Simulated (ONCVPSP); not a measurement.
## Before and after: ONCV potential for krypton (Kr)

- Element: krypton (Kr)
- Generator: ONCVPSP 4.0.1
- Type: optimised norm-conserving Vanderbilt (ONCV)
- Functional: PBE
- Relativity: scalar-relativistic
- Frozen core: [Ar]
- Valence charge: 18
- Reference configuration: 3d10 4s2 4p6
- Partial waves: 4s: rc 1.35 bohr, ncon 4, nbas 7, qcut 4.3 1/bohr, 1 projector; 4p: rc 1.30 bohr, ncon 4, nbas 7, qcut 6.7 1/bohr, 3 projectors, debl 0.4 Ha; 3d: rc 0.55 bohr, ncon 5, nbas 8, qcut 20 1/bohr, 3 projectors, debl 0.5 Ha
- Local potential: polynomial inside 0.45 bohr (lpopt 3, dvloc0 0 Ha)
- Core correction: Teter function, fcfact 2.25, rcfact 1.8

In the d channel the program set the typed energies aside and used -2.991, 0.250, 0.750 Ha.

All-electron outer shells of the reference configuration (PBE, scalar-relativistic, ld1.x):

```
shell  level (eV)  outermost node (bohr)  outermost maximum (bohr)
   3s     -263.97                   0.22                      0.47
   3p     -195.19                   0.20                      0.46
   3d      -81.40                      –                      0.41
   4s      -23.05                   0.64                      1.34
   4p       -9.25                   0.67                      1.55
```

Change: p: rc 1.72.

Cutoffs: the cutoffs (Ha) at which the residual kinetic energy of the hardest occupied pseudo-wave falls to 1 and 0.1 mHa per electron; they do not see the model core or the augmentation charge, which bear on the density cutoff. Errors are all-electron minus pseudo energies relative to the spin-unpolarised reference configuration.

**Question.** What does the change do?

**Answer.** The potential gets neither clearly harder nor softer (699 Ha and 788 Ha → 699 Ha and 788 Ha); both files keep a bound ghost (d, p, s); the errors of the 3 common tests hardly move.

```csv
quantity,base,changed
"cutoff, loose",699 Ha,699 Ha
"cutoff, tight",788 Ha,788 Ha
loose cutoff by channel,"s 47 Ha, p 14 Ha, d 699 Ha","s 47 Ha, p 15 Ha, d 699 Ha"
bound ghosts,"s, p, d","s, p, d"
GHOST(+) flags under 300 eV,none,none
tests with a reliable result,3 of 4,3 of 4
"error for 3d10 4s2 4p5, meV [ΔE 14.29 eV]",-1.4,-1.6
"error for 3d10 4s2 4p4, meV [ΔE 39.46 eV]",+0.5,+0.3
"error for 3d10 4s2 4p3, meV [ΔE 76.54 eV]",+11,+12
s: phases at 1.37 bohr within 0.05 rad from the reference energy up to (Ha; the scan ends near 5),1.7,1.7
d: phases at 0.56 bohr within 0.05 rad from the reference energy up to (Ha; the scan ends near 5),to the end of the scan,to the end of the scan
"rms error of d²Exc/dni dnj with the model core, mHa",2.92,2.92
```

 A true bound ghost makes a file unfit for plane-wave use even where its test errors are small: the radial tests pick states by their node count and pass the ghost by.
